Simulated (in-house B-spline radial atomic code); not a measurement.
Configurations of B²⁺, with energies counted from [He] 2s1. Computed with a B-spline radial code for spherical atoms: Dirac-Hartree-Fock, average of configuration, Fermi nucleus of rms radius 2.406 fm. Energies include first-order Breit, QED and recoil terms.

| configuration | E - E(ref) (eV) | highest orbital | its <r> (bohr) |
| --- | --- | --- | --- |
| [He] 2p1 | 6.0556 | 2p3/2 | 1.585 |
| [He] 3s1 | 22.263 | 3s1/2 | 3.945 |
| [He] 3d1 | 24.213 | 3d5/2 | 3.497 |
| [He] 4d1 | 30.168 | 4d5/2 | 6.995 |
| [He] 4f1 | 30.172 | 4f7/2 | 6 |
| [He] 5s1 | 32.527 | 5s1/2 | 11.56 |
| [He] 6d1 | 34.422 | 6d5/2 | 16.99 |
| [He] 6f1 | 34.423 | 6f7/2 | 16 |

(1) How far above the reference does [He] 4p1 lie?

(2) How far above the reference does [He] 6s1 lie?

(3) How far above the reference does [He] 5d1 lie?

Answers

(1) 30.019 eV; its least bound orbital is 4p3/2 with <r> = 7.508 bohr.

(2) 34.195 eV; its least bound orbital is 6s1/2 with <r> = 16.87 bohr.

(3) 32.925 eV; its least bound orbital is 5d5/2 with <r> = 11.49 bohr.
